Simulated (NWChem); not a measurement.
Program: NWChem. System: H$_{2}$Te, charge 0, spin multiplicity 1, at a geometry optimised with PBE/def2-SVP with def2 effective core potentials on Te. Level: PBE/def2-SVP with def2 effective core potentials on Te, spin-restricted.

The NWChem input:

```
start mol
memory heap 200 mb stack 900 mb global 1100 mb
geometry units angstroms nocenter noautoz noautosym
  Te     0.000000     0.000000     0.044132
  H     -1.184469     0.000000    -1.147436
  H      1.184469     0.000000    -1.147436
end
basis spherical
  * library def2-svp
end
ecp
  Te library def2-ecp
end
dft
  xc xpbe96 cpbe96
  semidirect memsize 60000000 filesize 0
  iterations 100
end
task dft energy
```

Output (cleaned and shortened):

```
             Northwest Computational Chemistry Package (NWChem) 7.3.0
             --------------------------------------------------------

                                NWChem Input Module
                                -------------------

 Scaling coordinates for geometry "geometry" by  1.889725989
 (inverse scale =  0.529177249)

                             Geometry "geometry" -> ""
                             -------------------------

 Output coordinates in angstroms (scale by  1.889725989 to convert to a.u.)

  No.       Tag          Charge          X              Y              Z
 ---- ---------------- ---------- -------------- -------------- --------------
    1 Te                  52.0000     0.00000000     0.00000000     0.04413200
    2 H                    1.0000    -1.18446900     0.00000000    -1.14743600
    3 H                    1.0000     1.18446900     0.00000000    -1.14743600

 Effective nuclear repulsion energy (a.u.)      32.9796457162

            Nuclear Dipole moment (a.u.)
            ----------------------------
        X                 Y               Z
 ---------------- ---------------- ----------------
     0.0000000000     0.0000000000    -0.0000151178


 Summary of "ao basis" -> "" (spherical)
 ------------------------------------------------------------------------------
       Tag                 Description            Shells   Functions and Types
 ---------------- ------------------------------  ------  ---------------------
 *                          def2-svp                  on all atoms

 Summary of "ao basis" -> "ao basis" (spherical)
 ------------------------------------------------------------------------------
       Tag                 Description            Shells   Functions and Types
 ---------------- ------------------------------  ------  ---------------------
 Te                         def2-svp                10       26   4s4p2d
 H                          def2-svp                 3        5   2s1p

 Summary of "ao basis" -> "ao basis" (spherical)
 ------------------------------------------------------------------------------
       Tag                 Description            Shells   Functions and Types
 ---------------- ------------------------------  ------  ---------------------
 Te                         def2-svp                10       26   4s4p2d
 H                          def2-svp                 3        5   2s1p

            General Information
            -------------------
          SCF calculation type: DFT
          Wavefunction type:  closed shell.
          No. of atoms     :     3
          No. of electrons :    26
           Alpha electrons :    13
            Beta electrons :    13
          Charge           :     0
          Spin multiplicity:     1
          Use of symmetry is: off; symmetry adaption is: off
          Maximum number of iterations: 100
          AO basis - number of functions:    36
                     number of shells:    16
          Convergence on energy requested:  1.00D-06
          Convergence on density requested:  1.00D-05
          Convergence on gradient requested:  5.00D-04

              XC Information
              --------------
          PerdewBurkeErnzerhof Exchange Functional  1.000
            Perdew 1991 LDA Correlation Functional  1.000 local
           PerdewBurkeErnz. Correlation Functional  1.000 non-local

             Grid Information
             ----------------
          Grid used for XC integration:  medium
          Radial quadrature: Mura-Knowles
          Angular quadrature: Lebedev.
          Tag              B.-S. Rad. Rad. Pts. Rad. Cut. Ang. Pts.
          ---              ---------- --------- --------- ---------
          Te                  1.40      123           7.0       590
          H                   0.35       45           8.0       434
          Grid pruning is: on
          Number of quadrature shells:   213
          Spatial weights used:  Erf1

          Convergence Information
          -----------------------
          Convergence aids based upon iterative change in
          total energy or number of iterations.
          Levelshifting, if invoked, occurs when the
          HOMO/LUMO gap drops below (HL_TOL):  1.00D-02
          DIIS, if invoked, will attempt to extrapolate
          using up to (NFOCK): 10 stored Fock matrices.

                    Damping( 0%)  Levelshifting(0.5)       DIIS
                  --------------- ------------------- ---------------
          dE  on:    start            ASAP                start
          dE off:    2 iters        100 iters           100 iters

      Screening Tolerance Information
      -------------------------------
          Density screening/tol_rho:  1.00D-10
          AO Gaussian exp screening on grid/accAOfunc:  14
          CD Gaussian exp screening on grid/accCDfunc:  20
          XC Gaussian exp screening on grid/accXCfunc:  20
          Schwarz screening/accCoul:  1.00D-08

      Superposition of Atomic Density Guess
      -------------------------------------

 Sum of atomic energies:        -312.22227642

      Non-variational initial energy
      ------------------------------

 Total energy =    -267.995940
 1-e energy   =    -498.088559
 2-e energy   =     214.750961
 HOMO         =      -0.255081
 LUMO         =       0.026517

------------------------------------------------------------
EAF file 0: "./mol.aoints.0" size=524288 bytes
------------------------------------------------------------
               write      read    awrite     aread      wait
               -----      ----    ------     -----      ----
     calls:        1         0         0         0         0
   data(b): 5.24e+05  0.00e+00  0.00e+00  0.00e+00
   time(s): 0.00e+00  0.00e+00  0.00e+00  0.00e+00  0.00e+00
rate(mb/s): 0.00e+00  0.00e+00
------------------------------------------------------------

   convergence    iter        energy       DeltaE   RMS-Dens  Diis-err    time
 ---------------- ----- ----------------- --------- --------- ---------  ------
 d= 0,ls=0.0,diis     1   -269.1668045938 -2.85D+02  1.91D-02  9.80D-02     0.7
 d= 0,ls=0.0,diis     2   -269.1730403686 -6.24D-03  9.17D-03  5.10D-02     0.8
 d= 0,ls=0.0,diis     3   -269.1828182155 -9.78D-03  3.55D-03  8.72D-03     0.9
 d= 0,ls=0.0,diis     4   -269.1847530055 -1.93D-03  6.63D-04  2.99D-04     1.0
 d= 0,ls=0.0,diis     5   -269.1847929718 -4.00D-05  5.40D-05  3.42D-06     1.1
 d= 0,ls=0.0,diis     6   -269.1847935816 -6.10D-07  7.74D-06  5.08D-08     1.2

         Total DFT energy =     -269.184793581576
      One electron energy =     -498.884442184877
           Coulomb energy =      235.805800499080
    Exchange-Corr. energy =      -21.447809261792
 Nuclear repulsion energy =       15.341657366014

 Numeric. integr. density =       26.000012177246

     Total iterative time =      0.9s

                       DFT Final Molecular Orbital Analysis
                       ------------------------------------

 Vector   11  Occ=2.000000D+00  E=-3.478198D-01
              MO Center=  1.4D-08, -3.2D-10, -6.4D-01, r^2= 2.2D+00
   Bfn.  Coefficient  Atom+Function         Bfn.  Coefficient  Atom+Function
  ----- ------------  ---------------      ----- ------------  ---------------
    11      0.428290  1 Te px                27     -0.309267  2 H  s
    32      0.309267  3 H  s                 14      0.220297  1 Te px
     8     -0.172186  1 Te px                28     -0.155479  2 H  s
    33      0.155479  3 H  s                  5     -0.135399  1 Te px
    20     -0.087657  1 Te d  1              25      0.058225  1 Te d  1

 Vector   12  Occ=2.000000D+00  E=-3.030615D-01
              MO Center= -3.2D-08, -4.5D-09, -5.9D-02, r^2= 2.5D+00
   Bfn.  Coefficient  Atom+Function         Bfn.  Coefficient  Atom+Function
  ----- ------------  ---------------      ----- ------------  ---------------
    13      0.459130  1 Te pz                 3      0.354510  1 Te s
    16      0.284260  1 Te pz                 4      0.269230  1 Te s
    27     -0.241701  2 H  s                 32     -0.241701  3 H  s
    10     -0.184659  1 Te pz                28     -0.145951  2 H  s
    33     -0.145951  3 H  s                  2     -0.144954  1 Te s

 Vector   13  Occ=2.000000D+00  E=-1.964723D-01
              MO Center= -6.3D-09,  2.1D-08,  8.0D-03, r^2= 2.3D+00
   Bfn.  Coefficient  Atom+Function         Bfn.  Coefficient  Atom+Function
  ----- ------------  ---------------      ----- ------------  ---------------
    12      0.583614  1 Te py                15      0.567829  1 Te py
     9     -0.232103  1 Te py                 6     -0.180823  1 Te py
    23     -0.025706  1 Te d -1

 Vector   14  Occ=0.000000D+00  E=-5.499738D-02
              MO Center=  2.8D-09, -5.6D-10, -1.8D-01, r^2= 3.5D+00
   Bfn.  Coefficient  Atom+Function         Bfn.  Coefficient  Atom+Function
  ----- ------------  ---------------      ----- ------------  ---------------
    14      0.900611  1 Te px                28      0.677743  2 H  s
    33     -0.677743  3 H  s                 11      0.417561  1 Te px
    27      0.258323  2 H  s                 32     -0.258323  3 H  s
     8     -0.162782  1 Te px                20      0.133755  1 Te d  1
    25     -0.128741  1 Te d  1               5     -0.125523  1 Te px

 Vector   15  Occ=0.000000D+00  E=-2.019174D-02
              MO Center=  7.4D-09,  7.4D-10, -5.2D-01, r^2= 4.0D+00
   Bfn.  Coefficient  Atom+Function         Bfn.  Coefficient  Atom+Function
  ----- ------------  ---------------      ----- ------------  ---------------
    16      0.991853  1 Te pz                28      0.943820  2 H  s
    33      0.943820  3 H  s                  4     -0.771919  1 Te s
     3     -0.475173  1 Te s                 13      0.367268  1 Te pz
    27      0.216529  2 H  s                 32      0.216529  3 H  s
     2      0.174881  1 Te s                  1      0.154202  1 Te s

 Vector   16  Occ=0.000000D+00  E= 2.184950D-01
              MO Center= -3.8D-08,  2.5D-08, -2.7D-01, r^2= 3.2D+00
   Bfn.  Coefficient  Atom+Function         Bfn.  Coefficient  Atom+Function
  ----- ------------  ---------------      ----- ------------  ---------------
     4     -2.061893  1 Te s                  3      1.887784  1 Te s
    16      0.442975  1 Te pz                26      0.429739  1 Te d  2
     2     -0.300132  1 Te s                 27      0.272259  2 H  s
    32      0.272259  3 H  s                  1     -0.222011  1 Te s
    21     -0.187815  1 Te d  2              28      0.161948  2 H  s

 center of mass
 --------------
 x =   0.00000000 y =   0.00000000 z =   0.04899295

 moments of inertia (a.u.)
 ------------------
          10.063837812638           0.000000000000           0.000000000000
           0.000000000000          20.162415064386           0.000000000000
           0.000000000000           0.000000000000          10.098577251748

     Multipole analysis of the density
     ---------------------------------

     L   x y z        total         alpha         beta         nuclear
     -   - - -        -----         -----         ----         -------
     0   0 0 0      0.000000    -13.000000    -13.000000     26.000000

     1   1 0 0      0.000000      0.000000      0.000000      0.000000
     1   0 1 0     -0.000000     -0.000000     -0.000000      0.000000
     1   0 0 1     -0.112911      1.111116      1.111116     -2.335142

     2   2 0 0    -19.043178    -14.531674    -14.531674     10.020169
     2   1 1 0      0.000000      0.000000      0.000000      0.000000
     2   1 0 1     -0.000000     -0.000000     -0.000000      0.000000
     2   0 2 0    -23.060242    -11.530121    -11.530121      0.000000
     2   0 1 1     -0.000000     -0.000000     -0.000000      0.000000
     2   0 0 2    -19.820121    -14.695219    -14.695219      9.570316

 Task  times  cpu:        1.2s     wall:        1.2s

 Total times  cpu:        1.2s     wall:        1.2s
```
